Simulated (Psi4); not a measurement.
F6Mo, charge -1, doublet, geometry from GFN2-xTB (such geometries of metal compounds can be far from the true shape) (the multiplicity is a formal guess) (core potentials on Mo) (a gas-phase anion, which may not be bound at this level); Psi4 with B3LYP/def2-SVP.

Input for Psi4:
```
memory 2 GB

molecule {
-1 2
  Mo   -0.00000000   -0.00000000   -0.00000000
  F     1.14023768   -0.48120813   -1.45171224
  F    -1.14023768    0.48120813    1.45171224
  F    -1.11259570    0.74936569   -1.12227778
  F    -0.93077908   -1.65515604   -0.18242930
  F     0.93077908    1.65515604    0.18242930
  F     1.11259570   -0.74936569    1.12227778
}

set basis def2-svp
set reference uks

energy('b3lyp')
print_variables()
```

Q: Predict the main parts of the log of this Psi4 run.

A: 
```
   => Loading Basis Set <=

    Name: DEF2-SVP
    Role: ORBITAL
    Keyword: BASIS

    !!!  WARNING: ECP capability is in beta. Please check occupations closely.  !!!

         ---------------------------------------------------------
                                   SCF
               by Justin Turney, Rob Parrish, Andy Simmonett
                          and Daniel G. A. Smith
                              UKS Reference
         ---------------------------------------------------------

  ==> Geometry <==

    Molecular point group: ci
    Full point group: S2

    Geometry (in Angstrom), charge = -1, multiplicity = 2:

       Center              X                  Y                   Z               Mass
    ------------   -----------------  -----------------  -----------------  -----------------
         MO           0.000000000000     0.000000000000     0.000000000000    97.905404820000
         F            1.140237680000    -0.481208130000    -1.451712240000    18.998403162730
         F           -1.140237680000     0.481208130000     1.451712240000    18.998403162730
         F           -1.112595700000     0.749365690000    -1.122277780000    18.998403162730
         F           -0.930779080000    -1.655156040000    -0.182429300000    18.998403162730
         F            0.930779080000     1.655156040000     0.182429300000    18.998403162730
         F            1.112595700000    -0.749365690000     1.122277780000    18.998403162730

  Running in ci symmetry.

  Rotational constants: A =      0.06624  B =      0.06624  C =      0.06096 [cm^-1]
  Rotational constants: A =   1985.72297  B =   1985.72296  C =   1827.41660 [MHz]
  Nuclear repulsion =  446.823766861980914

  Charge       = -1
  Multiplicity = 2
  Electrons    = 69
  Nalpha       = 35
  Nbeta        = 34

  ==> Algorithm <==

  SCF Algorithm Type is DF.
  DIIS enabled.
  MOM disabled.
  Fractional occupation disabled.
  Guess Type is SAD.
  Energy threshold   = 1.00e-06
  Density threshold  = 1.00e-06
  Integral threshold = 1.00e-12

  ==> Primary Basis <==

  Basis Set: DEF2-SVP
    Blend: DEF2-SVP
    Number of shells: 47
    Number of basis functions: 115
    Number of Cartesian functions: 126
    Spherical Harmonics?: true
    Max angular momentum: 3

  Core potential: DEF2-SVP
    Number of shells: 4
    Number of ECP primitives: 14
    Number of ECP core electrons: 28
    Max angular momentum: 3

  ==> DFT Potential <==

   => LibXC <=

    Version 7.1.2
    S. Lehtola, C. Steigemann, M. J. T. Oliveira, and M. A. L. Marques,  SoftwareX 7, 1–5 (2018) (10.1016/j.softx.2017.11.002)

   => Composite Functional: B3LYP <=

    B3LYP Hyb-GGA Exchange-Correlation Functional

    P. J. Stephens, F. J. Devlin, C. F. Chabalowski, and M. J. Frisch,  J. Phys. Chem. 98, 11623 (1994) (10.1021/j100096a001)

    Deriv               =              1
    GGA                 =           TRUE
    Meta                =          FALSE

    Exchange Hybrid     =           TRUE
    MP2 Hybrid          =          FALSE

   => Exchange Functionals <=

    0.0800   Slater exchange
    0.7200         Becke 88

   => Exact (HF) Exchange <=

    0.2000               HF

   => Correlation Functionals <=

    0.1900   Vosko, Wilk & Nusair (VWN5_RPA)
    0.8100   Lee, Yang & Parr

   => LibXC Density Thresholds  <==

    XC_HYB_GGA_XC_B3LYP:  1.00E-15

   => Molecular Quadrature <=

    Radial Scheme          =       TREUTLER
    Pruning Scheme         =           NONE
    Nuclear Scheme         =       TREUTLER

    Blocking Scheme        =         OCTREE
    BS radius alpha        =              1
    Pruning alpha          =              1
    Radial Points          =             75
    Spherical Points       =            302
    Total Points           =         152388
    Total Blocks           =           1228
    Max Points             =            256
    Max Functions          =            110
    Weights Tolerance      =       1.00E-15

   => Loading Basis Set <=

[...]

   @DF-UKS iter SAD:  -665.89000034087303   -6.65890e+02   0.00000e+00
   @DF-UKS iter   1:  -666.51688881302687   -6.26888e-01   1.57307e-02 DIIS/ADIIS
   @DF-UKS iter   2:  -659.20654941251371    7.31034e+00   5.07949e-02 DIIS/ADIIS
   @DF-UKS iter   3:  -666.81554118650820   -7.60899e+00   1.21512e-02 DIIS/ADIIS
   @DF-UKS iter   4:  -667.09790817959038   -2.82367e-01   4.09086e-03 DIIS/ADIIS
   @DF-UKS iter   5:  -667.13426565374868   -3.63575e-02   7.59346e-04 DIIS/ADIIS
   @DF-UKS iter   6:  -667.13614316704411   -1.87751e-03   1.73954e-04 DIIS/ADIIS
   @DF-UKS iter   7:  -667.13639574614240   -2.52579e-04   1.65101e-04 DIIS/ADIIS
   @DF-UKS iter   8:  -667.13656815637205   -1.72410e-04   6.62485e-05 DIIS
   @DF-UKS iter   9:  -667.13688116363448   -3.13007e-04   5.07205e-05 DIIS
   @DF-UKS iter  10:  -667.13738566071561   -5.04497e-04   3.51802e-05 DIIS
   @DF-UKS iter  11:  -667.13744644960184   -6.07889e-05   2.32266e-05 DIIS
   @DF-UKS iter  12:  -667.13756905751779   -1.22608e-04   3.86328e-05 DIIS
   @DF-UKS iter  13:  -667.13757192613275   -2.86861e-06   1.59779e-05 DIIS
   @DF-UKS iter  14:  -667.13757413003782   -2.20391e-06   9.83802e-06 DIIS
   @DF-UKS iter  15:  -667.13757443947225   -3.09434e-07   4.09202e-07 DIIS
  Energy and wave function converged.

  ==> Post-Iterations <==

   Electrons on quadrature grid:
      Nalpha   =   35.0000555389 ; deviation = 5.554e-05
      Nbeta    =   34.0000543103 ; deviation = 5.431e-05
      Ntotal   =   69.0001098492 ; deviation = 1.098e-04

   @Spin Contamination Metric:   2.067719526E-03
   @S^2 Expected:                7.500000000E-01
   @S^2 Observed:                7.520677195E-01
   @S   Expected:                5.000000000E-01
   @S   Observed:                5.000000000E-01

    Orbital Energies [Eh]
    ---------------------

    Alpha Occupied:

[...]
    Alpha Virtual:

[...]
    Beta Occupied:

[...]
      16Ag    -0.180246

    Beta Virtual:

[...]
    Final Occupation by Irrep:
             Ag    Au
    DOCC [    16,   18 ]
    SOCC [     1,    0 ]
    NA   [    17,   18 ]
    NB   [    16,   18 ]

  @DF-UKS Final Energy:  -667.13757443947225

   => Energetics <=

    Nuclear Repulsion Energy =            446.8237668619809142
    One-Electron Energy =               -1857.7934498767101559
    Two-Electron Energy =                 801.2839955460691499
    DFT Exchange-Correlation Energy =     -57.4518869708120548
    Empirical Dispersion Energy =           0.0000000000000000
    VV10 Nonlocal Energy =                  0.0000000000000000
    Total Energy =                       -667.1375744394722460

  UHF NO Occupations:
  HONO-2 :   15 Ag 1.9997796
  HONO-1 :   16 Ag 1.9997793
  HONO-0 :   17 Ag 1.0000000
  LUNO+0 :   18 Ag 0.0002207
  LUNO+1 :   19 Ag 0.0002204
  LUNO+2 :   20 Ag 0.0001623
  LUNO+3 :   21 Ag 0.0001468

Computation Completed

Properties will be evaluated at   0.000000,   0.000000,   0.000000 [a0]

Properties computed using the SCF density matrix

 Multipole Moments:

 ------------------------------------------------------------------------------------
     Multipole            Electronic (a.u.)      Nuclear  (a.u.)        Total (a.u.)
 ------------------------------------------------------------------------------------

 L = 1.  Multiply by 2.5417464519 to convert [e a0] to [Debye]
 Dipole X            :          0.0000000            0.0000000            0.0000000
 Dipole Y            :          0.0000000            0.0000000            0.0000000
 Dipole Z            :          0.0000000            0.0000000            0.0000000
 Magnitude           :                                                    0.0000000

 ------------------------------------------------------------------------------------

  Variable Map:
  ----------------------------------------------------------------------------
[...]
  Array Variable Map:
  ----------------------------------------------------------------------------
[...]
[...]
```
